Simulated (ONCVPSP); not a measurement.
What the settings do to the ONCV potential of mercury

Base potential:

* Element: mercury (Hg)
* Generator: ONCVPSP 4.0.1
* Type: optimised norm-conserving Vanderbilt (ONCV)
* Functional: PBEsol
* Relativity: scalar-relativistic
* Frozen core: [Kr] 4d10
* Valence charge: 34
* Reference configuration: 4f14 5s2 5p6 5d10 6s1.75 6p0.25
* Partial waves: 5s+6s: rc 1.55 bohr, ncon 3, nbas 7, qcut 7.4 1/bohr, 2 projectors; 5p+6p: rc 1.65 bohr, ncon 4, nbas 8, qcut 7.3 1/bohr, 2 projectors; 5d: rc 1.95 bohr, ncon 3, nbas 8, qcut 9.4 1/bohr, 2 projectors, debl 1.3 Ha; 4f: rc 1.00 bohr, ncon 3, nbas 8, qcut 19.9 1/bohr, 2 projectors, debl 2.4 Ha
* Local potential: polynomial inside 0.85 bohr (lpopt 5, dvloc0 6 Ha)
* Core correction: polynomial model core, fcfact 0.4

In the f channel the program set the typed energies aside and used -3.549, 0.250 Ha.

All-electron outer shells of the reference configuration (PBEsol, scalar-relativistic, ld1.x):

| shell | level (eV) | outermost node (bohr) | outermost maximum (bohr) |
| --- | --- | --- | --- |
| 4p | -577.03 | 0.22 | 0.39 |
| 4d | -349.21 | 0.20 | 0.40 |
| 5s | -118.86 | 0.47 | 0.82 |
| 4f | -96.57 | – | 0.37 |
| 5p | -67.15 | 0.51 | 0.93 |
| 5d | -10.48 | 0.55 | 1.17 |
| 6s | -7.31 | 1.08 | 2.18 |
| 6p | -1.31 | 1.27 | 3.22 |

Cutoffs, loose and tight: the cutoffs (Ha) at which the residual kinetic energy of the hardest occupied pseudo-wave falls to 1 and 0.1 mHa per electron. They do not see the model core or the augmentation charge, which bear on the density cutoff. Test errors are all-electron minus pseudo excitation energies from the reference, over the configurations 4f14 5s2 5p6 5d10 6s2 6p0; 4f14 5s2 5p6 5d10 6s1 6p0; 4f14 5s2 5p6 5d10 6s0 6p0; 4f14 5s2 5p6 5d10 6s0 6p2. A dash means not determined; rows that change the core or the reference have their own tests. The largest error is taken over the tests solved by every variant that gives reliable tests at all: 4f14 5s2 5p6 5d10 6s0 6p2; 4f14 5s2 5p6 5d10 6s1 6p0; 4f14 5s2 5p6 5d10 6s2 6p0.

A true bound ghost makes a file unfit for plane-wave use even where its test errors are small: the radial tests pick states by their node count and pass the ghost by.

| change | outcome | cutoff, loose | cutoff, tight | bound ghosts | GHOST(+) flags above zero | largest test error (meV) |
| --- | --- | --- | --- | --- | --- | --- |
| base | generated, projector energies reset by the program | 158 Ha | 172 Ha | none | s, p | -7.9 |
| p: rc 1.44 | generated, projector energies reset by the program | 158 Ha | 172 Ha | none | s | -8.2 |
| s: qcut 10; p: qcut 9.9; d: qcut 12.7; f: qcut 27 | failed: ERROR pspot: first pseudo wave function has node, program will stop | – | – | – | – | – |
| d: qcut 10.3 | generated, projector energies reset by the program | 158 Ha | 172 Ha | none | s, p | -7.8 |

Question: What comes out with this change to the base: local potential polynomial inside 0.85 bohr (lpopt 5, dvloc0 2.5 Ha)?

Answer: outcome: generated, projector energies reset by the program; cutoff, loose: 158 Ha; cutoff, tight: 172 Ha; bound ghosts: s; GHOST(+) flags above zero: p; largest test error (meV): -6.9.
